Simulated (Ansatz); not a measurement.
One change: `C=C(F)[SeH]` becomes `C=C([SeH])CO`.

Ansatz, PBE0-D4/def2-TZVP geometries, multiplicity 1. Each molecule was computed in one conformer, which needn't be the lowest.

Scalar relativity is left out up to krypton.

```tsv
property	`C=C(F)[SeH]`
HOMO–LUMO gap (ωB97M-V/def2-TZVPP) / eV	10.72
size of the dipole moment (B3LYP/def2-TZVPP) / D	0.86
HOMO–LUMO gap (PBE0/def2-TZVPP) / eV	6.52
HOMO energy (PBE0/def2-TZVPP) / eV	-6.94
LUMO energy (ωB97M-V/def2-TZVPP) / eV	1.62
size of the dipole moment (PBE/def2-TZVPP) / D	0.73
```

Task: Give the same properties after the change, and the shifts. (Estimate.)

Result: Ansatz gave: 
```tsv
property	`C=C([SeH])CO`	shift
HOMO–LUMO gap (ωB97M-V/def2-TZVPP) / eV	10.41	-0.31
size of the dipole moment (B3LYP/def2-TZVPP) / D	2.00	1.14
HOMO–LUMO gap (PBE0/def2-TZVPP) / eV	6.33	-0.19
HOMO energy (PBE0/def2-TZVPP) / eV	-6.51	0.43
LUMO energy (ωB97M-V/def2-TZVPP) / eV	1.75	0.13
size of the dipole moment (PBE/def2-TZVPP) / D	2.02	1.29
```

With PBE0 the HOMO rises by 0.43 eV and the LUMO rises by 0.23 eV, so the gap narrows by about 0.20 eV. PBE moves the HOMO by 0.39 eV and ωB97M-V by 0.43 eV. The zero-point energy changes by 107.0 kJ/mol with +12 modes. Dipoles are sizes alone; their direction can turn.

B3LYP here is the variant with VWN-RPA as its local correlation; programs differ in this.

Spin–orbit coupling is left out; it splits and shifts lone-pair levels of the heavy atoms by tenths of an eV.
